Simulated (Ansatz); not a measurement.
Input file for Ansatz (a program for electronic structure): R-CCSD(T)/aug-cc-pVDZ on GeH4 (SMILES [GeH4]) with ghost functions, monomers drawn apart or pushed together. The run froze 14 orbitals, filled d shells among them.

Ansatz 0.2 input:
```yaml
crystal:
  periodic: [false, false, false]
  atoms:
    - {symbol: Ge, position_ang: [0.00466240, -0.39861373, 7.11015196]}
    - {symbol: H, position_ang: [0.95965976, -1.43645262, 6.50351438]}
    - {symbol: H, position_ang: [0.46292678, 1.01273011, 6.71615882]}
    - {symbol: H, position_ang: [0.01365767, -0.52953190, 8.64103162]}
    - {symbol: H, position_ang: [-1.41765934, -0.64153709, 6.58557293]}
basis:
  gaussian:
    orbitals: aug-cc-pVDZ
    ghost_atoms:
      - {symbol: C, position_ang: [-0.00182097, 0.15339265, 0.24147664]}
      - {symbol: H, position_ang: [-0.92165666, -0.32997903, 0.56776803]}
      - {symbol: H, position_ang: [0.85327762, -0.44232511, 0.55804959]}
      - {symbol: H, position_ang: [-0.00231193, 0.23943448, -0.84429439]}
      - {symbol: H, position_ang: [0.06360676, 1.14630159, 0.68426268]}
magnetization: {spin_polarized: false}
correlation: {method: ccsd_t, electrons: outside_noble_gas}
scf: {lower_state_search: off}
```

Output:

```
WARN ansatz: RAYON_NUM_THREADS=1 ignored (pool sized by the plan → 1); use --threads N
Functional definition: HF
these checks for a lower state are left out or cut short: stability, starts, cluster_reference, orbital_swaps, neighbouring_geometries, increment
integrals: 0.26 GiB planned
1204 factors; integrals over basis functions are off by at most 1.0e-3 eV
mean field: 0.35 GiB planned
mean field evaluation 1: about -56535.0572 eV, gradient 9.0e0 eV
mean field evaluation 2: about -56535.0597 eV, gradient 9.0e0 eV
mean field evaluation 4: about -56535.5710 eV, gradient 2.8e-1 eV
mean field evaluation 8: about -56535.5717 eV, gradient 4.5e-4 eV
mean field -56535.57170104 eV, -2077.6439388264 hartree, gradient 2.3e-6 eV, S^2 0.000000; 0 other end points of the search recorded, 0 dependent functions left out
14 core orbitals not correlated
reference -56535.57170104 eV, -2077.6439388264 hartree; 4, 4 occupied and 113, 113 virtual orbitals, 1204 factors
second order -3.20557335 eV of doubles, -0.00000000 eV of singles
coupled cluster: 0.63 GiB planned
cycle   1  -3.81940519 eV  change   -6.1e-1 eV  update   5.6e-2
cycle   2  -4.03705505 eV  change   -2.2e-1 eV  update   1.9e-2
cycle   3  -4.04187168 eV  change   -4.8e-3 eV  update   4.0e-3
cycle   4  -4.04102304 eV  change    8.5e-4 eV  update   1.3e-3
cycle   5  -4.04081643 eV  change    2.1e-4 eV  update   3.7e-4
cycle   6  -4.04076589 eV  change    5.1e-5 eV  update   7.6e-5
cycle   7  -4.04077204 eV  change   -6.1e-6 eV  update   2.0e-5
cycle   8  -4.04077595 eV  change   -3.9e-6 eV  update   4.9e-6
perturbative correction -0.07621292 eV, -0.0028007732 hartree
Total energy: -56539.68868991 eV, -2077.7952353768 hartree
Checks for a lower state left out: stability, starts, cluster_reference, orbital_swaps, neighbouring_geometries, increment
```

The calculation finished and met its thresholds.

Cost: very roughly 7 core-seconds.
